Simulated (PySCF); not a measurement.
## O⁵⁺ (oxygen, charge +5) across methods

[He] 2s1, 2S determinant. Calculation: PySCF 2.14, in an even-tempered Gaussian basis (20 s from 0.3 bohr⁻², ratio 2.2; 9 p from 0.53 bohr⁻², ratio 2.4; 6 d from 1.6 bohr⁻², ratio 2.4; 5 f from 2.4 bohr⁻², ratio 2.4; 5 g from 3.6 bohr⁻², ratio 2.4); scalar relativity by spin-free X2C-1e.

| method | E (hartree) | mean ε 1s α (eV) | mean ε 1s β (eV) | mean ε 2s α (eV) | Σ⟨r²⟩ (bohr²) | ⟨S²⟩ |
| --- | --- | --- | --- | --- | --- | --- |
| LDA | -63.7378 | -651.48 | -649.76 | -127.59 | 1.037 | 0.750 |
| r2SCAN | -64.2736 | -660.85 | -659.45 | -128.90 | 1.032 | 0.750 |
| UHF | -64.22813 | -705.08 | -701.49 | -138.01 | 1.035 | 0.750 |
| PW91 | -64.2445 | -656.20 | -654.50 | -128.42 | 1.031 | 0.750 |
| M06 | -64.2845 | -668.52 | -666.68 | -130.56 | 1.030 | 0.750 |
| PBE0 | -64.2312 | -668.21 | -666.07 | -130.86 | 1.032 | 0.750 |

**Question.** Estimate the same row for PBE.

**Answer.** E (hartree) = -64.2137; mean ε 1s α (eV) = -655.68; mean ε 1s β (eV) = -653.98; mean ε 2s α (eV) = -128.32; Σ⟨r²⟩ (bohr²) = 1.031; ⟨S²⟩ = 0.750.
